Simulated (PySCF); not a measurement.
# C₆ coefficients of unlike pairs at LC-wPBE

Calculated with PySCF 2.14 from the dipole response of each species, C₆(A,B) = (3/π) ∫ α_A(iu) α_B(iu) du, in atomic units, from isotropic polarisabilities. For ions this is the dispersion term alone; charge-induced terms of lower order in 1/R come first.

| species | configuration | basis | relativity | α (bohr³) | C₆ (like pair) |
| --- | --- | --- | --- | --- | --- |
| Ga(2+) | [Ar] 3d10 4s1 (2S) | aug-cc-pVQZ-PP with ECP10MDF (7s6p5d3f2g) | core potential | 10.27 | 30.46 |
| Te(3+) | [Kr] 4d10 5s2 5p1 (2P) | aug-cc-pVQZ-PP with ECP28MDF (7s7p5d3f2g) | core potential | 10.64 | 54.16 |
| Fe(3+) | [Ar] 3d5 (6S) | aug-cc-pVTZ (8s7p5d3f2g) | none | 1.882 | 4.611 |

Task: Estimate C₆ for Fe(3+) with Te(3+).

Result: The integral gives 14.31. The combination rule 2 C_A C_B / (C_A α_B/α_A + C_B α_A/α_B) gives 14.01 and the geometric mean 15.80.

No spin-orbit coupling is included.

The other pairs:

```csv
pair,C₆
"Te(3+), Ga(2+)",39.77
"Fe(3+), Ga(2+)",9.782
```
